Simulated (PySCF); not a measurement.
A GIAO shielding run with PySCF 2.14 (density fitting, non-relativistic, gas phase) on SMILES FC([C@H]1[C@H](CC)O[SiH2]O1)(F)F, C$_{5}$H$_{9}$F$_{3}$O$_{2}$Si:

```
$ OMP_NUM_THREADS=1 python probes_run.py task.json out

{"job": {"kind": "nmr", "xc": "PBE0", "basis": "pcSseg-1"}, "charge": 0, "multiplicity": 1}
C      2.389188     0.502388    -0.771970
C      1.488389    -0.689322    -0.475831
C      0.274352    -0.305223     0.369286
O     -0.325991    -1.444599     0.912851
Si    -1.779385    -1.797345     0.252404
O     -1.824578    -0.488956    -0.756630
C     -0.813095     0.409858    -0.479136
C     -1.391132     1.593444     0.293257
F     -2.358020     2.222793    -0.381411
F     -1.908843     1.232027     1.471483
F     -0.446073     2.515713     0.552616
H      3.224499     0.192622    -1.393958
H      2.783393     0.918124     0.152048
H      1.848162     1.289878    -1.291449
H      1.134972    -1.149485    -1.401243
H      2.046261    -1.444284     0.080494
H      0.591106     0.336437     1.201041
H     -1.733180    -2.961911    -0.611546
H     -2.796673    -1.726946     1.283301
H     -0.408499     0.805465    -1.418341
```

Hardware: 1 thread of an Arm Neoverse V1, shared host. The job also computes population analyses, field gradients, ring-centre shieldings.

Task: How large is the calculation?

Result: 96 electrons, 239 basis functions and 1263 auxiliary functions.

Task: How long does it take, and how much memory does it need?

Result: 75 s of wall time, with 14 SCF cycles and 4 response iterations; peak memory 1.1 GiB. Times on a shared host scatter by some tens of per cent.
